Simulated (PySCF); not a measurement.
## C2H12N2Si2

The system: C2H12N2Si2, a small molecule; neutral, singlet. The structure, one conformer, was relaxed in the gas phase by PBE0-D3(BJ)/def2-SVP. No frequency run checks that it is a minimum.

SMILES: CC(N[SiH3])N[SiH3]

```
atom   x (Å)   y (Å)   z (Å)
  C1  -0.005  -0.732   0.142
  N2   0.683  -0.097  -0.970
 Si3  -0.044   0.925  -2.174
  N4  -0.233   0.123   1.293
 Si5   1.005   0.543   2.433
  C6  -1.321  -1.332  -0.328
  H7   0.639  -1.558   0.496
  H8   1.653   0.118  -0.761
  H9  -0.869   0.148  -3.148
 H10  -0.941   1.996  -1.617
 H11   1.088   1.582  -2.890
 H12  -0.964   0.812   1.134
 H13   0.360   1.288   3.553
 H14   1.635  -0.721   2.925
 H15   2.120   1.399   1.896
 H16  -1.163  -2.022  -1.169
 H17  -1.807  -1.867   0.498
 H18  -2.013  -0.539  -0.663
```

Shieldings: GIAO PBE0/pcSseg-1. Shifts are against computed references at the same level: C TMS (σ 184.4 ppm), H TMS (σ 31.27 ppm), Si TMS (σ 352.0 ppm). Core levels by delta-SCF with SCAN, pcX-2 on the ionised atom and pcseg-1 elsewhere, spin-free X2C (2p3/2 is the spin-free 2p value less a third of a first-order spin-orbit splitting); from the vacuum level, for chosen atoms.

Task: Give the NMR and core-level values of the distinct atoms.

Result: 
```
      atoms         bonded to  σ (ppm)  δ (ppm)  core level (eV)
         C1   1 C + 2 N + 1 H    120.7     63.7        1s 292.45
         N2  1 C + 1 Si + 1 H    218.7        -        1s 404.24
        Si3         1 N + 3 H    419.0    -67.0     2p3/2 106.89
         N4  1 C + 1 Si + 1 H    212.8        -        1s 404.24
        Si5         1 N + 3 H    410.0    -58.1                -
         C6         1 C + 3 H    157.5     26.9        1s 290.69
         H7               1 C    27.45     3.81                -
         H8               1 N    30.36     0.91                -
 H9 H10 H11              1 Si    26.72     4.55                -
        H12               1 N    30.79     0.48                -
H13 H14 H15              1 Si    26.71     4.56                -
H16 H17 H18               1 C    29.87     1.40                -
```

Values are those of this one static structure, with the three H of a rotating XH3 group averaged; atoms that internal rotation interchanges would show their mean in an NMR spectrum.

Task: Which of C1, C6 holds its core electrons tightest, and by how much against the loosest?

Result: C1 (bonded to 1 C + 2 N + 1 H), by 1.77 eV over C6 (bonded to 1 C + 3 H).

Task: By CAM-B3LYP/def2-SVPD (TDDFT singlets, Tamm-Dancoff triplets, ionisation by delta-SCF), where does absorption start, and what does vertical ionisation take?

Result: The lowest singlet lies at 5.88 eV (f 0.007), the strongest of the first 6 at 6.50 eV (f 0.016), the lowest triplet at 5.65 eV; vertical ionisation takes 8.73 eV.

The 3 runs behind this took 3.2 min in all, one thread each of Arm Neoverse V2 on a shared host, launched as `OMP_NUM_THREADS=1 python cluster_run.py task.json out`.
